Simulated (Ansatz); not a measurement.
Species: H$_{9}$NSi$_{3}$, SMILES `N[SiH2][SiH2][SiH3]` (charge 0, multiplicity 1).

Task: Give a relaxed geometry from PBE0-D3(BJ)/def2-TZVP (Ansatz, an electronic-structure program).

Result: Several could match; the one computed here: the end point of this relaxation, one of several conformers (outside a Z-matrix the atoms follow the SMILES, hydrogens last).
Bonds (Å): N1–Si2 1.727, N1–H5 1.008, N1–H6 1.008, Si2–Si3 2.352, Si2–H7 1.488, Si2–H8 1.488, Si3–Si4 2.338, Si3–H9 1.492, Si3–H10 1.493, Si4–H11 1.490, Si4–H12 1.488, Si4–H13 1.489. Angles (°): Si2–N1–H5 118.6, Si2–N1–H6 118.7, H5–N1–H6 110.2, N1–Si2–Si3 114.6, N1–Si2–H7 107.8, N1–Si2–H8 107.6, Si3–Si2–H7 107.9, Si3–Si2–H8 109.5, H7–Si2–H8 109.5, Si2–Si3–Si4 109.2, Si2–Si3–H9 111.9, Si2–Si3–H10 110.0, Si4–Si3–H9 109.3, Si4–Si3–H10 108.5, H9–Si3–H10 107.9, Si3–Si4–H11 109.6, Si3–Si4–H12 112.5, Si3–Si4–H13 110.0, H11–Si4–H12 108.2, H11–Si4–H13 107.8, H12–Si4–H13 108.5.
